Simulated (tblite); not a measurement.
Species: C6H8B2.
Numbering: `[BH2:1][C:2]1=[CH:3][C:4](=[CH2:5])[CH:6]=[C:7]1[BH2:8]` (hydrogens: H9, H10 on B1; H11 on C3; H12, H13 on C5; H14 on C6; H15, H16 on B8)

Computed with GFN2-xTB (tblite), gas phase: L-BFGS steps from a force-field or distance-geometry start until the largest atomic force falls under 0.01 eV/Å.

Step 9: E = -525.2139 eV
```
atom  x, y, z in Å  |  force x, y, z in eV/Å
B1     -2.0544   -1.3924   -0.2356   -0.014  -0.001  -0.019
C2     -0.7364   -0.6426   -0.0162    0.006  -0.008   0.013
C3      0.4999   -1.2121   -0.0010   -0.054   0.027  -0.093
C4      1.5183   -0.1758    0.0731    0.026  -0.009   0.048
C5      2.8435   -0.3550    0.0878    0.017   0.005   0.019
C6      0.7832    1.0817    0.1037   -0.007  -0.006   0.012
C7     -0.5477    0.8397    0.0672   -0.011  -0.033  -0.101
B8     -1.7122    1.8458    0.0947    0.025   0.016   0.010
H9     -3.0572   -0.8070   -0.3912    0.020  -0.023   0.024
H10    -2.0328   -2.5634   -0.3069   -0.037   0.064   0.040
H11     0.7122   -2.2627   -0.0754    0.038  -0.013   0.027
H12     3.5279    0.4734    0.1487    0.016   0.057  -0.015
H13     3.2821   -1.3370    0.0408   -0.002  -0.048   0.008
H14     1.2606    2.0422    0.1794   -0.005   0.001   0.006
H15    -2.4837    1.8272    0.9752   -0.015  -0.029  -0.049
H16    -1.8109    2.6470   -0.7558   -0.002   0.000   0.070
```

Step 10: E = -525.2150 eV
```
atom  x, y, z in Å  |  force x, y, z in eV/Å
B1     -2.0570   -1.3918   -0.2373    0.049   0.033  -0.002
C2     -0.7369   -0.6436   -0.0205   -0.017   0.024   0.016
C3      0.4990   -1.2123   -0.0024    0.017  -0.021  -0.078
C4      1.5187   -0.1759    0.0757    0.001  -0.022   0.022
C5      2.8442   -0.3552    0.0887   -0.002   0.004   0.019
C6      0.7828    1.0815    0.1044   -0.019  -0.014   0.004
C7     -0.5484    0.8394    0.0635    0.006  -0.039  -0.076
B8     -1.7134    1.8457    0.0952    0.051  -0.008   0.006
H9     -3.0583   -0.8064   -0.3897   -0.012  -0.007   0.016
H10    -2.0324   -2.5605   -0.3037   -0.051   0.002   0.030
H11     0.7163   -2.2637   -0.0743    0.010   0.035   0.025
H12     3.5286    0.4733    0.1479    0.014   0.059  -0.011
H13     3.2837   -1.3370    0.0410   -0.010  -0.042   0.009
H14     1.2610    2.0416    0.1787   -0.011   0.005   0.012
H15    -2.4857    1.8260    0.9743   -0.016  -0.035  -0.040
H16    -1.8099    2.6478   -0.7528   -0.009   0.026   0.047
```

Problem. Estimate the geometry and energy of step 11. (The exact step hangs on the optimiser's Hessian estimate; all steps are aligned on step 10, rigid shifts and turns removed.)

Solution. E = -525.2159 eV, largest force 0.080 eV/Å
```
atom  x, y, z in Å  |  force x, y, z in eV/Å
B1     -2.0583   -1.3907   -0.2385    0.065   0.045   0.009
C2     -0.7377   -0.6440   -0.0237    0.032   0.015   0.002
C3      0.4987   -1.2129   -0.0052    0.025   0.000  -0.040
C4      1.5191   -0.1762    0.0782   -0.014  -0.031  -0.012
C5      2.8450   -0.3553    0.0898   -0.010   0.006   0.017
C6      0.7820    1.0809    0.1050    0.028   0.001  -0.003
C7     -0.5486    0.8385    0.0590   -0.024  -0.028  -0.039
B8     -1.7133    1.8456    0.0957    0.059  -0.027  -0.003
H9     -3.0592   -0.8061   -0.3883   -0.033   0.008   0.010
H10    -2.0331   -2.5579   -0.3006   -0.055  -0.043   0.023
H11     0.7196   -2.2640   -0.0729   -0.007   0.036   0.017
H12     3.5294    0.4743    0.1471    0.000   0.037  -0.005
H13     3.2846   -1.3378    0.0414   -0.018  -0.018   0.010
H14     1.2612    2.0413    0.1784   -0.026  -0.010   0.016
H15    -2.4876    1.8243    0.9727   -0.012  -0.042  -0.030
H16    -1.8093    2.6490   -0.7495   -0.011   0.051   0.026
```

The energy changes by -0.0009 eV. The first-order estimate −F·Δx gives -0.0013 eV and the mean of the old and new forces, exact on a quadratic surface, -0.0009 eV. The step makes an angle of 53° with the force vector and moves no atom by more than 0.005 Å.

The cost below is that of the whole relaxation. Hardware: one thread, Intel Xeon at 2.50 GHz (x86_64), shared host. Cost: 1.4 s wall.
